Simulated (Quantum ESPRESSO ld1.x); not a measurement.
Coherent X-ray form factor from a spherical all-electron density. Method: Dirac Kohn-Sham, PBE, spin-unpolarised, spherical densities, point nucleus; computed with ld1.x of Quantum ESPRESSO 7.5.

sin(theta)/lambda (1/angstrom),f0 (electrons)
0.05,79.254
0.1,77.152
0.15,74.043
0.2,70.351
0.25,66.448
0.3,62.595
0.4,55.551
0.5,49.608
0.6,44.657
0.8,36.865
1,30.796
1.25,24.814
1.5,20.451
2,15.525

The species is in the configuration that NIST lists as its ground one. Which atom or ion scatters so?

Answer. The bismuth ion Bi3+, [Hg]. Extrapolating in s^2 from the first two rows gives f0(0) = 80.0, near the electron count 80; among species with that count, the fall with angle is slower the higher Z, and the table is that of Z = 83; from so few rows the species is fixed only to a neighbour or two.
